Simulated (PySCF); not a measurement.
**How methods differ on the excitation energy of As(2+)**

As(2+) [Ar] 3d10 4s2 4p1 (2P) → As(2+) [Ar] 3d10 4s1 4p2 (4P), as a difference of total energies. Calculation: PySCF 2.14, in aug-cc-pVQZ-DK; the spin-free X2C one-electron Hamiltonian (Gaussian nucleus). Correlated levels: valence: [Ar] 3d10 frozen. The calculations carry no spin-orbit coupling.

```csv
method,excitation energy (eV)
UHF,6.489
MP2 (valence),7.395
SCS-MP2 (valence),7.731
CCSD (valence),7.652
CCSD(T) (valence),7.671
```

Problem. How much does correlation contribute at CCSD(T) (valence)?

Solution. 7.671 − (6.489) = 1.182 eV, measured against UHF.

A first-order spin-orbit estimate (lowest level to lowest level, LS coupling) adds 0.024 eV.
